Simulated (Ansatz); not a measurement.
Consider the cleavage of the Ge–Si bond: `BO[SiH2][GeH3]` + `N[SiH](O)O` → `O[SiH](O)[NH][GeH3]` + `BO[SiH3]`.

Gas-phase electronic energies from Ansatz, PBE0-D4/def2-TZVP geometries. CCSD(T)/CBS is the MP2 limit (def2-TZVPP, def2-QZVPP) plus CCSD(T) − MP2 in def2-TZVPP, frozen cores. This one scheme is used for every species. DFT in def2-TZVPP. B3LYP here is the variant with VWN-RPA as its local correlation; programs differ in this. For Ge outer-core shells are correlated without core-valence functions, which leaves a few kJ/mol of doubt a bond. Scalar relativity is left out up to krypton. Each species was taken in one conformer, which may not be the lowest.

```
             level  ΔE (kcal/mol)  difference from CCSD(T)/CBS
           PBE0-D4            3.3                          2.6
          B3LYP-D4            1.1                          0.4
            r2SCAN            2.5                          1.8
              PBE0            3.5                          2.8
     HF/def2-TZVPP           -4.1                         -4.8
    MP2/def2-TZVPP           -1.4                         -2.1
SCS-MP2/def2-TZVPP           -2.5                         -3.2
   CCSD/def2-TZVPP           -0.6                         -1.3
    MP2/def2-QZVPP           -0.9                         -1.6
SCS-MP2/def2-QZVPP           -2.1                         -2.8
       CCSD(T)/CBS            0.7                            0
```

Largest T1 diagnostic among the species: 0.013.

In def2-TZVPP, CCSD(T) changes the Hartree–Fock value by +3.8 kcal/mol (the triples alone add +0.3 kcal/mol) and MP2 by +2.7 kcal/mol. From PBE to PBE0 (25 % exact exchange), in def2-TZVPP and without D4, ΔE moves by −1.4 kcal/mol.
